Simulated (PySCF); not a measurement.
Molecule: `C=[CH][AlH2-][NH3+]`, C₂H₈AlN.

Geometry:
```
atom   x (Å)   y (Å)   z (Å)
  C1   2.142   0.322   0.237
  C2   1.061  -0.275   0.766
 Al3  -0.400  -0.991  -0.354
  N4  -1.740   0.592  -0.227
  H5   2.266   0.428  -0.850
  H6   2.966   0.725   0.843
  H7   1.056  -0.344   1.867
  H8  -1.327  -2.162   0.239
  H9  -0.116  -0.948  -1.937
 H10  -2.578   0.449  -0.792
 H11  -1.288   1.448  -0.552
 H12  -2.040   0.754   0.735
```

Geometry PBE0-D3(BJ)/def2-SVP throughout; GIAO in PySCF 2.14, gas phase, one conformer, non-relativistic; equivalent atoms averaged; basis pcSseg-2.

Question: How do the absolute shieldings σ depend on the functional? (ppm; last column core-seconds on 1 thread of an Arm Neoverse V1, shared host; the GGAs took longer than the global hybrids here, which isn't the general rule, and the cause wasn't traced)

Answer: 
```
functional                    kind    C2    C1    Al3     N4     H7     H6     H5  H8/H9  H10/H11/H12  core-s
        HF            Hartree–Fock  31.6  44.1  462.3  236.7  25.09  25.29  25.53  27.84        29.63      14
       LDA                     LDA   9.4  24.2  382.2  230.9  23.56  23.87  24.23  26.24        29.17      29
       PBE                     GGA  17.2  30.5  405.1  227.1  24.19  24.40  24.78  26.92        29.57      36
      BLYP                     GGA  12.3  28.3  401.1  222.3  24.53  24.74  25.12  27.26        29.71      37
      BP86                     GGA  18.1  30.9  406.3  227.2  24.31  24.50  24.87  27.00        29.61      36
      OPBE                     GGA  30.1  40.1  432.0  231.6  24.20  24.38  24.76  27.09        29.59      36
       KT2                     GGA  31.3  42.2  420.5  228.4  24.50  24.59  25.03  26.93        29.54      36
       KT3                     GGA  32.5  43.9  433.8  226.8  24.72  24.81  25.24  27.40        29.68      36
     B97-D                     GGA  23.6  36.3  427.4  226.5  24.63  24.76  25.14  27.39        29.72      34
     B3LYP           global hybrid  15.7  30.6  413.3  226.5  24.59  24.80  25.14  27.36        29.65      22
      PBE0           global hybrid  21.6  33.6  420.9  231.7  24.33  24.55  24.87  27.12        29.53      23
  mPW1PW91           global hybrid  21.2  33.2  421.7  231.0  24.43  24.63  24.95  27.21        29.57      22
      WP04           global hybrid  12.6  26.1  432.5  220.0  25.28  25.42  25.70  28.45        29.69      25
     B97-2           global hybrid  25.3  36.9  431.5  230.7  24.57  24.73  25.07  27.38        29.64      24
 BHandHLYP           global hybrid  20.7  34.8  430.4  231.1  24.74  24.95  25.25  27.54        29.58      24
 CAM-B3LYP  range-separated hybrid  16.1  30.9  414.0  230.3  24.51  24.75  25.05  27.30        29.57      32
   wB97X-D  range-separated hybrid  21.5  33.1  425.0  231.7  24.53  24.73  25.01  27.31        29.64      32
   LC-wPBE  range-separated hybrid  20.8  32.0  424.7  236.8  24.38  24.62  24.88  27.31        29.59      41
```

Question: Which nucleus moves most, in ppm?

Answer: Al3 (aluminium bonded to C, N, 2 H): from 382.2 ppm with LDA to 462.3 ppm with HF. The smallest spread is 0.55 ppm, at H10/H11/H12. Proton shifts span only some 12 ppm, so a few tenths of a ppm matter as much there as several ppm in carbon.
